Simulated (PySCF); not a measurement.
Correlation energy of I⁺ (iodine, charge +1)

[Kr] 4d10 5s1 5p4 5d1, one real determinant (an excited configuration). Computed with PySCF 2.14 in dyall-av2z (22s16p12d, 130 functions), with no relativity, point nucleus. Frozen: [Kr] 4d10; 6 electrons correlated; the 62 highest virtual orbitals of each spin left out.

| level | correlation energy (mhartree) |
| --- | --- |
| CCSD | -93.82 |
| (T) | -6.09 |
| CCSD(T) | -99.91 |

Diagnostics: T1 = 0.011, D1 = 0.0292, largest double amplitude 0.262.

The real determinant used has ⟨L²⟩ near 8 against 12 for a pure F term, so it mixes terms. A non-relativistic calculation at this Z misses sizeable relativistic shifts. The outer electron is Rydberg-like, and this basis confines it to a smaller radius and binds it less than a complete one would. A double-excitation amplitude exceeds 0.15, a sign of near-degeneracy.

Cost of the coupled-cluster step: about 5 core-seconds, for 6 correlated electrons.

The reference is one real determinant that mixes LS terms of this configuration.
